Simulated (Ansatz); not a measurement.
CHBr2F (SMILES FC(Br)Br) moved off its minimum; all values from Ansatz (a first-principles code), cores frozen in correlated methods.
(charge 0, multiplicity 1)
```xyz
5

F     -0.0488     1.8668    -0.6920
C      0.0040     0.7649     0.2574
Br     1.6500    -0.2307    -0.0038
Br    -1.6315    -0.4292     0.1159
H     -0.0118     1.1281     1.3185
```

Give the forces (eV/Å), the total energy and the dipole at CCSD(T)/aug-cc-pVTZ.


```json
[
 {"atom": "F1", "Fx": "-0.091", "Fy": "-2.415", "Fz": "2.102"},
 {"atom": "C2", "Fx": "-0.571", "Fy": "1.062", "Fz": "-0.545"},
 {"atom": "Br3", "Fx": "-0.489", "Fy": "0.321", "Fz": "-0.072"},
 {"atom": "Br4", "Fx": "1.152", "Fy": "1.006", "Fz": "-0.158"},
 {"atom": "H5", "Fx": "-0.002", "Fy": "0.026", "Fz": "-1.326"}
]
```
Energy -5283.6578 hartree, dipole 1.41 D.
